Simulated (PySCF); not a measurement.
# Dipole moment and polarisability across levels of theory

Species: butyl formate, C5H10O2.
SMILES: `CCCCOC=O`

PySCF, dipoles from the SCF density, polarisabilities from static response with core orbitals frozen. Isolated species at its PBE0-D3(BJ)/def2-SVP geometry (one conformer only).

The anisotropy is √(½[(α1 − α2)² + (α2 − α3)² + (α3 − α1)²]).

| level | μ (D) | α (au) | anisotropy (au) |
| --- | --- | --- | --- |
| LDA/def2-SVPD | 2.397 | 74.62 | 31.18 |
| PBE/def2-SVPD | 2.357 | 73.64 | 30.75 |
| B3LYP/def2-SVPD | 2.352 | 71.10 | 28.01 |
| PBE0/def2-SVPD | 2.354 | 70.40 | 27.91 |
| BHandHLYP/def2-SVPD | 2.358 | 68.14 | 25.39 |
| CAM-B3LYP/def2-SVPD | 2.355 | 69.98 | 26.62 |
| wB97X-D/def2-SVPD | 2.363 | 69.87 | 26.64 |
| LC-wPBE/def2-SVPD | 2.353 | 68.31 | 25.70 |
| HF/def2-SVPD | 2.390 | 65.11 | 22.06 |
| PBE0/6-31G* | 2.196 | 58.98 | 24.28 |
| PBE0/6-31+G* | 2.330 | 65.53 | 25.25 |
| PBE0/def2-SVP | 2.140 | 60.43 | 24.21 |
| PBE0/aug-cc-pVDZ | 2.330 | 71.84 | 29.20 |
| PBE0/def2-TZVP | 2.295 | 68.35 | 27.60 |

The dipole runs from 2.14 D (PBE0/def2-SVP) to 2.40 D (LDA/def2-SVPD). No reference polarisability is at hand; against PBE0 in the largest diffuse basis at hand (aug-cc-pVDZ) the other PBE0 rows deviate by 6-31G* -18%, 6-31+G* -9%, def2-SVP -16%, def2-SVPD -2%, def2-TZVP -5%. In one basis (def2-SVPD) the functionals order the polarisability from HF (lowest) to LDA (highest), a spread of 15%. With PBE0 the polarisability is 62.59 au without diffuse functions (mean of 6-31G*, def2-SVP and def2-TZVP) and 69.26 au with them (mean of 6-31+G*, def2-SVPD and aug-cc-pVDZ).
